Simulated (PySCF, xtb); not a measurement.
BrCdHSe, SMILES [SeH][Cd][Br]. Other conformers were not sampled.

Harmonic wavenumbers (cm⁻¹) from GFN2-xTB run with xtb at its own minimum, in rising order: 43, 159, 178, 218, 480, 2092.

Task: What does r2SCAN-D4/def2-SVP (PySCF 2.14.0) give at its own minimum? (Estimate from the structure and the level; the computed values follow.)

Result: 62, 64, 196, 308, 577, 2425. Paired by order, the mean absolute difference is 109 cm⁻¹ and the zero-point energies are 4.5 and 5.2 kcal/mol.
